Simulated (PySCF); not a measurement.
**Ionisation energy of Mo²⁺ by level of theory**

Mo²⁺ [Kr] 4d4 (5D) → Mo³⁺ [Kr] 4d3 (4F), as a difference of total energies. Calculation: PySCF 2.14, in ANO-RCC-VTZP; the spin-free X2C one-electron Hamiltonian (Gaussian nucleus). Correlated levels: valence: [Kr] frozen. The calculations carry no spin-orbit coupling.

| method | ionisation energy (eV) |
| --- | --- |
| UHF | 26.084 |
| MP2 (valence) | 26.622 |
| SCS-MP2 (valence) | 26.263 |
| CCSD (valence) | 26.687 |
| CCSD(T) (valence) | 26.696 |

How much does correlation contribute at CCSD(T) (valence)?

26.696 − (26.084) = 0.612 eV, measured against UHF.

A first-order spin-orbit estimate (lowest level to lowest level, LS coupling) adds -0.071 eV.

Errors of the correlated levels include the incompleteness of this basis and the frozen core.

For comparison: 27.13 ± 0.12 eV (semi-empirical (NIST evaluation); NIST Atomic Spectra Database, ionization energies).
